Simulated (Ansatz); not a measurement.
Start from `[OH][GaH][S][SiH3]` and change one atom or group to get `[SiH3][S][GaH][SiH3]`.

Ansatz, PBE0-D4/def2-TZVP geometries, multiplicity 1. Each molecule was computed in one conformer, which needn't be the lowest.

Scalar relativity is left out up to krypton.

| property | `[OH][GaH][S][SiH3]` |
| --- | --- |
| HOMO–LUMO gap (B3LYP/def2-TZVPP) / eV | 6.06 |
| HOMO–LUMO gap (ωB97M-V/def2-TZVPP) / eV | 10.39 |
| LUMO energy (ωB97M-V/def2-TZVPP) / eV | 0.67 |
| LUMO energy (PBE/def2-TZVPP) / eV | -1.79 |
| LUMO energy (PBE0/def2-TZVPP) / eV | -1.02 |
| size of the dipole moment (PBE/def2-TZVPP) / D | 1.93 |

Give the same properties after the change, and the shifts. (Estimate.)

Ansatz gave: 
```
                                      property  `[SiH3][S][GaH][SiH3]`  shift
         HOMO–LUMO gap (B3LYP/def2-TZVPP) / eV                    5.19  -0.87
       HOMO–LUMO gap (ωB97M-V/def2-TZVPP) / eV                    9.48  -0.91
         LUMO energy (ωB97M-V/def2-TZVPP) / eV                   -0.28  -0.95
             LUMO energy (PBE/def2-TZVPP) / eV                   -2.74  -0.95
            LUMO energy (PBE0/def2-TZVPP) / eV                   -1.99  -0.97
size of the dipole moment (PBE/def2-TZVPP) / D                    0.97  -0.96
```

With PBE0 the HOMO falls by 0.05 eV and the LUMO falls by 0.97 eV, so the gap narrows by about 0.92 eV. PBE moves the HOMO by -0.10 eV and ωB97M-V by -0.04 eV. The zero-point energy changes by 27.7 kJ/mol with +6 modes. Dipoles are sizes alone; their direction can turn.

Positive LUMOs are unbound, so they and the gaps depend on the basis.

B3LYP here is the variant with VWN-RPA as its local correlation; programs differ in this.
